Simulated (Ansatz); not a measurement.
`B[CH2][GeH2][Cl]` + `N[SiH2]F` → `BN[SiH2]F` + `[CH3][GeH2][Cl]` at 700 K and 1 bar (ligand exchange at a B–C bond).

Isolated molecules relaxed with PBE0-D4/def2-TZVP in Ansatz; ΔE leaves out vibrations. CCSD(T)/CBS adds triple-zeta CCSD(T) − MP2 to the extrapolated MP2 energy (def2 sets, frozen cores). For Ge outer-core shells are correlated without core-valence functions, which leaves a few kJ/mol of doubt a bond. Scalar relativity is left out up to krypton. Each species was taken in one conformer, which may not be the lowest.

```csv
species,CCSD(T)/CBS energy (Eh),H − E (kJ/mol),S (J/(mol·K))
`B[CH2][GeH2][Cl]`,-2602.37417,246.1,463.8
`N[SiH2]F`,-446.07709,173.7,359.9
`BN[SiH2]F`,-471.49877,220.1,409.3
`[CH3][GeH2][Cl]`,-2576.99593,200.1,400.7
```

H − E and S are ideal-gas, rigid-rotor, harmonic terms from PBE0-D4/def2-TZVP, for one conformer and one mirror image of each species. 1 Eh = 2625.50 kJ/mol, R = 8.31446 J/(mol·K).

Task: By hand: ΔE, ΔH, ΔS and ΔG.

Result: ΔE = (-471.49877) + (-2576.99593) − (-2602.37417) − (-446.07709) = -0.04344 Eh = -114.1 kJ/mol. Δ(H − E) = 220.1 + 200.1 − 246.1 − 173.7 = 0.4, so ΔH = -113.7 kJ/mol. ΔS = 409.3 + 400.7 − 463.8 − 359.9 = -13.7 J/(mol·K). ΔG = -113.7 − 700 × (-13.7)/1000 = -104.1 kJ/mol.

Task: By hand: the equilibrium constant, and the temperature at which ΔG would vanish if ΔH and ΔS stayed fixed.

Result: log₁₀ K = −ΔG/(RT ln 10) = 7.8. ΔG = 0 at ΔH/ΔS = 8299 K, far beyond where these terms or the molecules hold.

The number of gas molecules stays the same, so ΔS is small and ΔH decides. A doubt of 5 kJ/mol in ΔE shifts log₁₀ K by 0.4 here. Other conformers and mirror images would add mixing entropy, several J/(mol·K) or more a flexible species. Modes under 60 cm⁻¹, often nearly free rotors, make the harmonic entropy too high. These are equilibria of isolated gas molecules and say nothing of rates. Largest T1 diagnostic: 0.012 (customary marks: 0.02 for closed shells, 0.045 for open ones).
